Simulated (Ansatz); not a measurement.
The lowest singlet and triplet of C2HN (SMILES [CH]C#N); geometries from B3LYP-D3(BJ)/def2-TZVP, each state relaxed from the structure named, with no frequency check, low spin by broken symmetry.
Singlet at the triplet's geometry (charge 0, multiplicity 1):
| atom | x (Å) | y (Å) | z (Å) |
|---|---|---|---|
| C | -1.1713 | -0.0593 | 0.3024 |
| C | 0.0825 | 0.0070 | -0.0151 |
| N | 1.2250 | 0.0353 | -0.3754 |
| H | -2.0427 | 0.0673 | 0.9043 |

A positive gap puts the triplet lower; no zero-point energy. R- takes a restricted singlet, here one determinant of a half-filled degenerate or near-degenerate pair, which mixes singlet states. U- takes an unrestricted singlet (broken symmetry where lower, unprojected). The triplet is unrestricted in single-reference levels.

Correlated levels freeze the cores.

The values were computed with Ansatz (a first-principles code) with Gaussian orbitals. 

**Question.** One of these levels gives 13.17 kcal/mol for the gap E(singlet) − E(triplet), vertical, at the triplet's geometry. Which one is it?
(A) R-HF/cc-pVTZ
(B) R-SVWN5/def2-TZVPP
(C) U-BHLYP/def2-TZVPP (spin-contaminated)
(D) R-MP2/cc-pVTZ

**Answer.** D, R-MP2/cc-pVTZ. The others give 52.95 (R-HF/cc-pVTZ), 23.84 (R-SVWN5/def2-TZVPP), 10.80 (U-BHLYP/def2-TZVPP (spin-contaminated))

Doubts at one or more of the structures used: a restricted determinant that unrestricted orbitals would lower (R-HF/cc-pVTZ, R-SVWN5/def2-TZVPP, R-MP2/cc-pVTZ); a spin-contaminated determinant (R-HF/cc-pVTZ, R-MP2/cc-pVTZ).
